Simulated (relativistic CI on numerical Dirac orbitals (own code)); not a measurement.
Ta⁺: resonant inelastic scattering at the O2,3 edge

Computed with this model: Dirac-Coulomb-Breit CI, KLI orbitals optimised for each configuration, a model potential for QED, valence Slater integrals scaled by 0.8, Kramers-Heisenberg scattering through one core-hole configuration in a parametric crystal field; configurations [Xe] 4f14 5d4 → [Kr] 4d10 4f14 5s2 5p5 5d5; 10 K; core-hole width 1.5 eV; summed over polarisations. Incident energies are the highest absorption maxima for each field (at most a few, so the weaker spin-orbit partner edge can be absent), on the computed scale of the free ion. Intensities are in per cent of the strongest line above 0.02 eV; levels within 1 cm⁻¹ are merged; final levels count from the ground level, the first row holds all elastic scattering, lines under 0.4 are left out and each table stops after 24 rows. The scale of the Slater integrals is a model choice and moves the terms in proportion. The configuration is assumed, with all valence electrons in the open shell; the free ion's ground configuration is another.

Field parameters in Wybourne normalisation: D4h B²₀ = −7Ds, B⁴₀ = 21(Dq − Dt), B⁴₄ = 21√(5/14) Dq. The field is a parameter set, without covalency.

S is read from ⟨S²⟩ = S(S + 1).

D4h, 10Dq = 15000, Ds = -1500, Dt = -480 cm⁻¹:

```
Final level (eV)  Degeneracy  Irrep     S  37.3 eV  46.7 eV
           0.000           1     A1  1.12   1013.2    238.1
           0.076           2      E  1.13    100.0     12.6
           0.307           1     A2  1.03     11.8      4.1
           0.342           1     A1  1.02      1.1     11.4
           0.380           1     B2  1.22     11.5      7.6
           0.385           1     B1  1.26      3.0     14.5
           0.386           2      E  1.02      5.5     14.6
           0.619           1     B2  1.79      6.0      0.6
           0.623           1     B1  1.80      3.0      2.2
           0.629           1     A1  1.90     60.0     31.5
           0.629           2      E  1.89     18.0      6.4
           0.882           1     B2  0.27      0.7      1.3
           0.939           1     B1  0.18      3.5      1.3
           1.073           2      E  0.15      2.7     15.7
           1.192           1     A1  0.10      1.8     20.2
           1.617           1     B1  1.98     10.6      5.0
           1.618           2      E  1.97     31.8     40.7
           1.623           1     A1  1.96      6.6     15.2
           1.623           1     A2  1.96      0.1      1.2
           1.814           1     A2  0.99     32.2     57.6
           1.817           1     A1  0.45     26.5     62.5
           1.846           2      E  0.99      6.8     14.2
           1.987           1     A2  1.02      4.9      5.1
           2.026           1     A1  0.85      8.6      8.2
```

D4h, 10Dq = 15000, Ds = -860, Dt = -480 cm⁻¹:

| Final level (eV) | Degeneracy | Irrep | S | 33.8 eV | 37.5 eV | 46.7 eV |
| --- | --- | --- | --- | --- | --- | --- |
| 0.000 | 1 | A1 | 1.08 | 345.1 | 1149.6 | 294.1 |
| 0.119 | 2 | E | 1.12 | 3.7 | 89.2 | 9.0 |
| 0.158 | 1 | A2 | 1.03 | 0.6 | 11.9 | 3.3 |
| 0.274 | 1 | A1 | 1.06 | 1.0 | 3.4 | 20.8 |
| 0.275 | 1 | B2 | 1.05 | 0.9 | 2.8 | 11.8 |
| 0.276 | 1 | B1 | 1.08 | 0.8 | 1.0 | 28.7 |
| 0.284 | 2 | E | 0.99 | 2.0 | 0.7 | 15.7 |
| 0.682 | 1 | B2 | 1.93 | 0.1 | 17.2 | 6.8 |
| 0.683 | 1 | B1 | 1.94 | 0.5 | 7.1 | 3.5 |
| 0.708 | 2 | E | 1.91 | 0.1 | 21.1 | 10.5 |
| 0.713 | 1 | A1 | 1.90 | 2.7 | 34.4 | 34.2 |
| 0.941 | 1 | B2 | 0.17 | 0.2 | 0.6 | 5.8 |
| 0.942 | 2 | E | 0.16 | 0.7 | 2.6 | 21.1 |
| 1.010 | 1 | B1 | 0.13 | 0.5 | 5.9 | 8.7 |
| 1.032 | 1 | A1 | 0.12 | 0.7 | 1.7 | 17.9 |
| 1.389 | 1 | B1 | 1.98 | 0.3 | 14.8 | 5.6 |
| 1.391 | 2 | E | 1.98 | 0.1 | 22.9 | 28.2 |
| 1.398 | 1 | A1 | 1.97 | 1.7 | 25.5 | 24.9 |
| 1.398 | 1 | A2 | 1.97 | 0.0 | 0.8 | 4.7 |
| 1.748 | 1 | A1 | 0.37 | 4.6 | 41.0 | 100.0 |
| 1.861 | 1 | A2 | 1.00 | 2.7 | 36.8 | 80.3 |
| 1.920 | 2 | E | 1.00 | 0.7 | 11.6 | 31.8 |
| 1.952 | 1 | A1 | 0.89 | 0.6 | 16.3 | 17.3 |
| 1.958 | 1 | A2 | 1.01 | 0.2 | 4.4 | 0.6 |

For the first field the strongest loss at the lowest incident energy is the level at 0.08 eV (S = 1.13, against 1.12 in the thermal ground state). Levels of other spin, the first over 8 % at 0.63 eV, appear because spin-orbit coupling of the core hole, and in heavier ions of the valence shell too, mixes spins.
